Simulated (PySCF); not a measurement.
Al(F)(I)2, AlFI2, SMILES [Al]([I])([I])[F] (PBE0/def2-SVP optimised geometry):

```
4

Al    -0.245     0.001     0.000
F      1.412     0.001     0.000
I     -1.412     2.146     0.000
I     -1.409    -2.146     0.009
```

Calculation: PBE0/def2-TZVP, def2 effective core potentials past Kr in PySCF 2.14.0.

What are the frontier orbital energies and the dipole moment?

HOMO-2 -8.52 eV, HOMO-1 -8.27 eV, HOMO -8.03 eV, LUMO -1.77 eV, LUMO+1 -1.46 eV; dipole moment 1.09 D.
